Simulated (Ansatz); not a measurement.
```yaml
crystal:
  periodic: [false, false, false]
  atoms:
    - {symbol: Br, position_ang: [-2.949740, -1.009696, -0.973702]}
    - {symbol: B, position_ang: [-1.211665, -0.484440, -0.364172]}
    - {symbol: O, position_ang: [-0.689393, 0.699775, -0.712628]}
    - {symbol: C, position_ang: [0.642365, 0.924561, -0.151608]}
    - {symbol: In, position_ang: [0.613716, -1.068203, 0.863621]}
    - {symbol: H, position_ang: [1.331937, 1.087783, -0.981617]}
    - {symbol: H, position_ang: [0.600580, 1.829735, 0.456687]}
    - {symbol: H, position_ang: [1.662190, -1.979515, 1.863419]}
basis:
  gaussian: {orbitals: def2-TZVPP}
magnetization: {spin_polarized: true, initial_magnetization: 1}
hamiltonian: {xc: {name: BLYP}, dispersion: d3bj}
accuracy: high
scf: {lower_state_search: off}
output: {forces: true}
```

```sh
$ ansatz run in.yaml --threads 4 --pin off --events-out ev --progress --plain --max-ram 10444MiB
```

How does Ansatz answer? (An estimate is asked.)

Ansatz gave: The input was rejected before any iteration.
```
Error: a molecule whose nuclei and cores have a total charge of 78 cannot have a net charge of 0 together with 1 unpaired electrons
```
